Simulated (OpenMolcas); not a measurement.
# Cu5+, Ag5+, Au5+: d6 down the group

```
Program             : OpenMolcas
Method              : CASSCF
Basis               : ANO-R2
Scalar Hamiltonian  : X2C, finite nucleus
Spin-orbit coupling : state interaction with AMFI integrals over the reference wave functions, term energies averaged over their components
```

Active space for each ion: 6 electrons in 5 orbitals (d).

Computed levels in cm-1 above 5D4:

```csv
Level,Cu5+,Ag5+,Au5+
5D3,1126,2525,9196
5D1,2387,4818,13403
5D0,2627,5255,13638
3H6,32920,24367,26420
3H5,33455,24947,26420
3F3(1),38194,28490,31741
3F2(1),38700,29593,32946
3P1(1),39008,32507,51918
3G5,41557,31671,41821
weight of 5D in the lowest level (%),100,98,80
```

Mixed levels, with the weight of the term that names them: Au5+ 3H5 (52 %), Au5+ 3F3(1) (50 %), Au5+ 3F2(1) (69 %), Au5+ 3P1(1) (70 %), Au5+ 3G5 (52 %).

Measured, with the error of the calculation in %. Measured levels: Cu5+ from Sugar and Musgrove, J. Phys. Chem. Ref. Data 19, 527 (1990); Ag5+ from the list in Gamrath, thesis, University of Mons (2023).

```json
{"Level": "5D3", "Cu5+": "1196 (-5.8)", "Ag5+": "2692 (-6.2)"}
{"Level": "5D1", "Cu5+": "2490 (-4.1)", "Ag5+": "4941 (-2.5)"}
{"Level": "5D0", "Cu5+": "2733 (-3.9)", "Ag5+": "5380 (-2.3)"}
{"Level": "3H6", "Cu5+": "30418 (+8.2)", "Ag5+": "21512 (+13.3)"}
{"Level": "3H5", "Cu5+": "31009 (+7.9)", "Ag5+": "21812 (+14.4)"}
{"Level": "3F3(1)", "Cu5+": "33296 (+14.7)", "Ag5+": "24441 (+16.6)"}
{"Level": "3F2(1)", "Cu5+": "33740 (+14.7)", "Ag5+": "25306 (+16.9)"}
{"Level": "3P1(1)", "Cu5+": "32685 (+19.3)", "Ag5+": "28232 (+15.1)"}
{"Level": "3G5", "Cu5+": "37378 (+11.2)", "Ag5+": "27958 (+13.3)"}
```

The fine-structure level 5D0 changes by a factor of 5.19 from Cu5+ to Au5+.

Without spin-orbit coupling 3H lies 32367, 23139, 21002 cm-1 above 5D in that order; the difference to the level 3H6, of either sign, comes from spin-orbit coupling, which also lowers the zero.

Without dynamic correlation excited terms often stand tens of per cent too high (terms of higher spin than the ground term too low), and those without a measured partner can miss by more than the paired ones. Computed and measured levels are paired by configuration, term and J; levels that our copy of the source lacks, or whose pairing is in doubt (as where it misses far off the trend of its configuration), stay unpaired and out of the deviations. Levels of configurations outside the active space are missing.

A number in round brackets counts repeated terms of one configuration in the order of the reference energies.
